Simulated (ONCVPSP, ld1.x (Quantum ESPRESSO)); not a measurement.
Pseudopotentials across the periodic table

Generated with ld1.x 7.5 (TM, RRKJ, ultrasoft, PAW), atompaw 4.2 or ONCVPSP 4.0.1. The cutoff is in Ry: for ld1.x and atompaw files where the sum of valence levels is converged to 10 mRy in a Bessel basis, for ONCV files where the hardest occupied wave has 1 mHa per electron of residual kinetic energy. The error is the largest all-electron minus pseudo excitation energy over each file’s own four to seven test configurations (ionisations up to +4, promotions, holes and added fractions of an electron), all of which were solved. The labels leave out finer settings (local radius, basis sizes, second energies), which also bear on the numbers. Spin-polarised tests are not counted. The rows are a selection from randomly drawn settings: files with unsolved tests, undetermined cutoffs or missed reference levels are left out.

A true bound ghost makes a file unfit for plane-wave use even where its test errors are small: the radial tests pick states by their node count and pass the ghost by.

| element | potential | cutoff (Ry) | largest error (meV) | bound ghosts |
| --- | --- | --- | --- | --- |
| Mn | PAW, PBE, scalar-relativistic, rc 1.40/1.30/1.95 (spd), local smoothed, core correction yes, reference 3s2 3p6 3d5 4s1.75 4p0.25 | 50 | +25 | none |
| Mn | ONCV, PBE, scalar-relativistic, rc 2.20/0.80/1.85 (spd), local smoothed, core correction no, reference 3p6 3d5 4s2, qcut 3/11.7/8.9, projectors 2/3/2 | 117 | +181 | s, p |
| Zn | TM semilocal, PBE, scalar-relativistic, rc 2.00/3.25/0.95 (spd), local s, core correction no, reference 3d10 4s1 4p1 | 260 | -180 | none |
| Ga | ONCV, PBE, scalar-relativistic, rc 2.05/2.00/0.95 (spd), local smoothed, core correction no, reference 3d10 4s2, qcut 4/4.3/18.3, projectors 2/2/1 | 238 | +60 | s |
| Ag | ONCV, LDA (Perdew-Zunger), scalar-relativistic, rc 1.40/1.30/1.45 (spd), local smoothed, core correction yes, reference 4s2 4p6 4d10, qcut 7.2/11.4/8.5, projectors 3/2/2 | 82 | +1.5 | none |
| Sn | PAW, PW91, scalar-relativistic, rc 2.05/2.00/1.30 (spd), local smoothed, core correction yes, reference 4d10 5s2 5p1.75 | 90 | -128 | s, p |
| Eu | ONCV, LDA (Perdew-Wang 92), scalar-relativistic, rc 1.95/2.20/1.95 (spd), local d, core correction no, reference 5s2 5p6 5d1 6s2, qcut 6.9/7/5.6, projectors 3/2/0 | 31 | -44 | none |
| Tm | ONCV, PBE, scalar-relativistic, rc 1.80/2.40/2.45 (spd), local smoothed, core correction yes, reference 5s2 5p6 5d1 6s1.75, qcut 8.6/4.6/4.5, projectors 2/2/2 | 40 | -63 | none |

**Question.** Fill in the row for Ni: ONCV, PBE, scalar-relativistic, rc 1.35/1.20/1.50 (spd), local smoothed, core correction no, reference 3s2 3p6 3d8 4s1.75, qcut 10.4/15.5/12.6, projectors 3/2/2.

**Answer.** cutoff 108 Ry, largest error +4.6 meV, bound ghosts: none.
